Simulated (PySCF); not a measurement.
Frontier orbitals and the lowest excitations

Species: C6H13PSe.
Geometry (PBE0-D3(BJ)/def2-SVP, Å), atoms numbered from 1 in this order:
```xyz
21
C6H13PSe angstrom
C      3.6778   -0.4450    0.3088
C      2.8595    0.7801    0.5252
C      1.5582    0.9348    0.2475
P      0.5068   -0.3480   -0.4760
Se     0.8821   -0.8650   -2.4784
C     -1.1882    0.2401   -0.1154
C     -2.2709   -0.7435   -0.5354
C     -3.6728   -0.2101   -0.2869
H      4.0215   -0.8596    1.2715
H      3.1384   -1.2234   -0.2492
H      4.5843   -0.1950   -0.2658
H      3.3885    1.6441    0.9478
H      1.0741    1.9026    0.4191
H      0.6444   -1.4320    0.4409
H     -1.2358    0.4670    0.9645
H     -1.2935    1.1937   -0.6611
H     -2.1324   -0.9793   -1.6035
H     -2.1301   -1.6957    0.0053
H     -3.8479    0.7232   -0.8455
H     -4.4356   -0.9361   -0.6056
H     -3.8418    0.0051    0.7804
```

The calculation used PySCF, TDDFT wB97X-D/def2-SVPD, vertical, gas phase, core orbitals frozen in the response. Relativistic effects, spin–orbit coupling among them, are left out although an element past zinc is present.

Kohn–Sham orbitals with the atoms that hold most of them (Löwdin shares over 4%, at most four atoms; ? is withheld):

```
orbital  ε (eV)                            atoms
 HOMO-3  -11.28   Se5 31%, P4 16%, C6 10%, C7 8%
 HOMO-2   -9.82   C3 33%, C2 28%, Se5 10%, P4 7%
 HOMO-1   -7.76                                ?
   HOMO   -7.69           Se5 76%, P4 12%, C3 4%
   LUMO    0.79                                ?
 LUMO+1    1.86  Se5 40%, H14 20%, P4 18%, C3 5%
 LUMO+2    2.20    Se5 16%, C6 10%, C8 9%, C3 9%
```

Which atoms hold the HOMO-1, and with what shares?

Se5 (bonded to P) 76%; P4 (bonded to 2 C, Se and H) 15%.

Give the leading atoms of the LUMO.

C2 (bonded to 2 C and H) 29%; C3 (bonded to C, P and H) 25%; P4 (bonded to 2 C, Se and H) 13%; Se5 (bonded to P) 12%. By element: carbon 54% or more, phosphorus 13%, selenium 12%.

The HOMO–LUMO gap is 8.48 eV. Where does the response calculation put the lowest singlet, and from which orbitals?

S1 is at 4.33 eV (f = 0.034), 4.15 eV below the gap, made of HOMO→LUMO (90%). 

Give energy, strength and leading configuration of S1, S2, S3 and S4, and follow the Löwdin shares of the leading atoms from the occupied to the empty orbital.

- S1 (4.33 eV, f 0.034), HOMO→LUMO (90%): Se5 76% → 12%, P4 12% → 13%, C2 at most 4% → 29%, C3 4% → 25%
- S2 (4.42 eV, f 0.0077), HOMO-1→LUMO (89%): Se5 76% → 12%, P4 15% → 13%, C2 at most 4% → 29%, C3 at most 4% → 25%
- S3 (5.14 eV, f 0.0002), HOMO→LUMO+1 (78%): Se5 76% → 40%, P4 12% → 18%, H14 at most 4% → 20%
- S4 (5.35 eV, f 0.024), HOMO-1→LUMO+1 (74%): Se5 76% → 40%, P4 15% → 18%, H14 at most 4% → 20%

Löwdin shares depend on the basis, the more so with diffuse functions.

Hardware: Intel Xeon 6975P-C, one thread (shared host). Cost: 4.7 min (with the writing of density and orbital grids), 1.4 GiB resident at most.

One conformer stands for the species.
